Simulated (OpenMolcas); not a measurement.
## Mg: CASPT2 settings compared

* Program: OpenMolcas 26.06
* Basis: ANO-L-VDZP [4s3p1d]
* Scalar Hamiltonian: non-relativistic, point nucleus
* Active space: 2 electrons in 4 orbitals (3s 3p)
* State averaging: 2S+1 = 1 even, 1 root; 2S+1 = 3 odd, 3 roots
* Spin-orbit coupling: RASSI with atomic mean-field integrals over the reference wave functions, term energies averaged over their components

Methods on the same reference wave functions:
A. CASSCF
B. SS-CASPT2, IPEA 0.75 Eh, no level shift (closed shells correlated: none)
C. XMS-CASPT2, IPEA 0.5 Eh, imaginary shift 0.3 Eh (closed shells correlated: 2s 2p)
D. XMS-CASPT2, IPEA 0.1 Eh, imaginary shift 0.1 Eh (closed shells correlated: 1s 2s 2p)

Energies in cm-1 above 3s2 1S0, the measured ground level; measured values from NIST Handbook of Basic Atomic Spectroscopic Data.

```json
{"Level": "3s2 1S0", "A": "0.0", "B": "0.0", "C": "0.0", "D": "0.0", "Measured": "0.0"}
{"Level": "3s 3p 3P* 0", "A": "21787", "B": "21480", "C": "21400", "D": "21210", "Measured": "21850"}
{"Level": "3s 3p 3P* 1", "A": "21802", "B": "21500", "C": "21420", "D": "21220", "Measured": "21870"}
{"Level": "3s 3p 3P* 2", "A": "21832", "B": "21530", "C": "21450", "D": "21250", "Measured": "21911"}
```

Deviations, from unrounded energies. A percentage is the sum of absolute deviations over the sum of measured energies, with the sign that they share, or ± where signs differ.

```tsv
Against measurement	Levels	A	B	C	D
mean absolute deviation (cm-1)	3	70	370	460	650
other configurations (%)	3	-0.3	-1.7	-2.1	-3.0
```

A lies closest to measurement on these levels and D furthest from it. The largest miss of A in the table is 3s 3p 3P* 2, by -79 cm-1. The ranking rests on the paired levels alone, and a cruder setting can come out closer through cancelling errors.

Among B to D the level of the table that moves most is 3s 3p 3P* 0, by 280 cm-1 (lowest in D, highest in B). Moves below CASPT2's spread within the term are not significant.

The lowest spin-free term lies below A's lowest term by 0.001 hartree in B, 0.005 hartree in C, 0.005 hartree in D.

CASPT2 does not keep the components of a term degenerate, so their means are used; among the terms shown or strongly mixed into the levels shown the widest spread is 85 cm-1 (3s 3p 3P*, C). Without dynamic correlation excited terms often stand tens of per cent too high (terms of higher spin than the ground term too low), and those without a measured partner can miss by more than the paired ones (holds for A). Measured partners are found by configuration, term and J. A level has none where our copy of the source lacks it or the pairing is in doubt (some pairs that miss far off the trend of their configuration count as doubtful), and it then counts in no deviation. Levels of configurations outside the active space are missing.

* marks odd parity.
